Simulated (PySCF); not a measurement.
**Choosing a basis for TDDFT**

Compound: C₃H₁₀AlClS.
Numbering: `[CH3:1][S+:2]([CH3:3])[AlH2-:4][CH2:5][Cl:6]` (hydrogens: H7, H8, H9 on C1; H10, H11, H12 on C3; H13, H14 on Al4; H15, H16 on C5)

TDDFT with PBE0 (PySCF), vertical singlets, core orbitals frozen in the response, spherical d and f functions. Isolated species at its PBE0-D3(BJ)/def2-SVP geometry (one conformer only).

Q: How do the low singlets change with the basis? Take 6-31G*, 6-31+G*, def2-SVP, def2-SVPD, aug-cc-pVDZ and def2-TZVP.

A: 

```csv
basis,functions,diffuse,S1 (eV),S2 (eV),S3 (eV),S4 (eV),S5 (eV),LUMO (eV),α (au)
6-31G*,116,no,5.89,6.28,6.52,6.69,6.82,0.09,84.9
6-31+G*,140,yes,5.54,5.99,6.22,6.28,6.36,-0.46,94.5
def2-SVP,146,no,5.96,6.37,6.64,6.76,6.88,0.17,86.1
def2-SVPD,218,yes,5.65,6.10,6.28,6.39,6.46,-0.34,105.7
aug-cc-pVDZ,240,yes,5.52,5.89,6.09,6.19,6.27,-0.50,107.2
def2-TZVP,264,no,5.63,6.15,6.24,6.39,6.53,-0.25,99.8
```

States are compared by their number. Against the largest diffuse basis here (aug-cc-pVDZ, itself not a converged limit), sets without diffuse functions differ by up to 0.45 eV in S1 and 0.61 eV in S5; the smaller diffuse sets differ by up to 0.14 and 0.19 eV. State by state, the largest deviation of a set without diffuse functions is S1 0.45, S2 0.48, S3 0.55, S4 0.57, S5 0.61 eV. The same number needn't mean the same state in each row. Against aug-cc-pVDZ the polarisability deviates by -21% in 6-31G*, -12% in 6-31+G*, -20% in def2-SVP, -1% in def2-SVPD, -7% in def2-TZVP. A single + in a Pople set puts diffuse functions on heavy atoms only.
